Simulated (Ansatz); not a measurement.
Two isomers of CH6ClFSi2: A = `FC[SiH]([SiH3])Cl`, B = `FC([SiH3])[SiH2]Cl`.

Gas-phase electronic energies from Ansatz, PBE0-D4/def2-TZVP geometries. CBS: MP2 limit from def2 TZ/QZ plus the TZ coupled-cluster correction, frozen cores. Functionals use def2-TZVPP. B3LYP here is the variant with VWN-RPA as its local correlation; programs differ in this. Each species was taken in one conformer, which may not be the lowest.

Task: Which isomer does CCSD(T)/CBS put lower? Give the gap. (Best estimate.)

Result: Computed: A, by 15.1 kJ/mol.

Task: Give E(B) − E(A) in kJ/mol with MP2/def2-TZVPP, PBE0-D4, B3LYP-D4, HF/def2-TZVPP, B2PLYP, CCSD/def2-TZVPP, CCSD(T)/def2-TZVPP. (Best estimate.)

Result: The calculation gave: MP2/def2-TZVPP 11.1, PBE0-D4 23.6, B3LYP-D4 16.7, HF/def2-TZVPP 14.3, B2PLYP 14.6, CCSD/def2-TZVPP 15.2, CCSD(T)/def2-TZVPP 15.0. None reverses the order clearly.

Largest T1 diagnostic: 0.011.
